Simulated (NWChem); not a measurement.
System: C$_{4}$H$_{3}$NS; SMILES C#C[C@@H]1N=CS1

```xyz
9

C     -0.2564    -2.7247     0.3266
C     -0.0245    -1.5984    -0.0891
C      0.2516    -0.2786    -0.6009
N      1.4198     0.4217    -0.0423
C      0.7455     1.4324     0.4038
S     -0.9488     1.1065     0.0093
H     -0.4562    -3.7191     0.7014
H      0.2513    -0.2470    -1.7116
H      1.1491     2.3259     0.9149
```
Atoms are numbered in this order, from 1.

Computed with NWChem. Pople sets run with spherical d functions. The geometry was optimised at PBE-D3(BJ)/def2-SVP. Total energies compare along this basis series because the functional is fixed.

```csv
level,basis functions,energy (Ha),highest occupied level (eV),orbital gap (eV),dipole (D)
PBE0/STO-3G,37,-599.6678,-4.34,6.74,1.67
PBE0/3-21G,64,-603.5090,-7.22,___,0.84
PBE0/6-31G*,94,-606.6328,-7.10,5.90,0.82
PBE0/6-311G**,134,-606.7120,-7.25,5.83,0.81
```

Task: Complete the blanks.

Result: 
- PBE0/3-21G, orbital gap (eV): 6.03
